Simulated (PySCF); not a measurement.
## Solvent effects on NMR parameters

Mapped SMILES: `[CH3:1][O:2][Si@H:3]([CH2:4][SiH3:5])[CH2:6][SiH2:7][CH3:8]` (H(Xn): hydrogen on atom n). Ha(C4), Ha(C6), Ha(Si7) are pro-R; Hb(C4), Hb(C6), Hb(Si7) are pro-S.

GIAO PBE0/pcSseg-1 in PySCF on one PBE0-D3(BJ)/def2-SVP conformer, non-relativistic, equivalent nuclei averaged. Solvents enter as an IEF-PCM continuum (chloroform with ε = 4.7, acetonitrile with ε = 35.7) around the gas-phase geometry. Shifts are referred to TMS computed in the same medium.

In chloroform, δ in ppm: C1 52.7, C6 -5.5, C8 -5.8, C4 -10.0, Si3 8.2, Si7 -39.1, Si5 -71.5, H(Si3) 4.98, Ha(Si7) 4.20, Hb(Si7) 4.03, H(Si5) 3.86, H(C1) 3.59, Ha(C6) 0.31, Ha(C4) 0.22. Dipole moment 2.05 D.

**Question.** How does each δ change in the more polar medium?

**Answer.** 
| atoms | environment | Δδ, acetonitrile |
| --- | --- | --- |
| C1 | methyl carbon bonded to O | +0.3 |
| C6 | sp3 CH2 bonded to 2 Si | +0.2 |
| C8 | methyl carbon bonded to Si | 0.0 |
| C4 | sp3 CH2 bonded to 2 Si | +0.2 |
| Si3 | silicon bonded to 2 C, O, H | +0.5 |
| Si7 | silicon bonded to 2 C, 2 H | +0.3 |
| Si5 | silicon bonded to C, 3 H | +0.1 |
| H(Si3) | hydrogen on a silicon bonded to 2 C, O | -0.02 |
| Ha(Si7) | hydrogen on a silicon bonded to 2 C | -0.05 |
| Hb(Si7) | hydrogen on a silicon bonded to 2 C | -0.03 |
| H(Si5) | hydrogen on a silicon bonded to C | -0.03 |
| H(C1) | hydrogen on a methyl carbon bonded to O | +0.03 |
| Ha(C6) | hydrogen on an sp3 CH2 bonded to 2 Si | +0.10 |
| Ha(C4) | hydrogen on an sp3 CH2 bonded to 2 Si | +0.04 |

Changes are relative to chloroform. The dipole moment becomes 2.21 D in acetonitrile.

**Question.** Which nuclei move most (in ppm), and what does the model miss?

**Answer.** Si3 (silicon bonded to 2 C, O, H, +0.5 ppm) in acetonitrile. A continuum only polarises the solute; specific hydrogen bonds, the anisotropy of aromatic solvents and changes of geometry or conformer are outside it.
